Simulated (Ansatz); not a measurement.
The cluster Rb₃H₄⁻. Total charge -1; singlet. Geometry PBE0-D4/def2-TZVPD; atoms count from 1.

Cartesian coordinates in Å:
```
Rb 0.993 2.120 -0.065
Rb 0.804 -1.708 -1.382
Rb -1.638 -0.471 1.606
H 1.436 0.754 -2.401
H -1.464 2.221 1.136
H 1.556 -0.598 1.522
H -1.686 -2.318 -0.415
```

In the def2 sets Rb takes a core potential; there is no spin–orbit coupling. Another isomer (singlet) lies 0.08 eV lower at PBE0-D4/def2-TZVPD; other spin states weren't run for this one.

Estimate the Mulliken populations from the PBE0/def2-TZVPD orbitals of Ansatz.


```tsv
atom	charge (e)
Rb1	0.41
Rb2	0.41
Rb3	0.41
H4	-0.57
H5	-0.57
H6	-0.52
H7	-0.57
```
Mulliken values depend strongly on the basis. With diffuse functions, as here, like atoms can get unlike values, and bond orders can come out too low or too high.
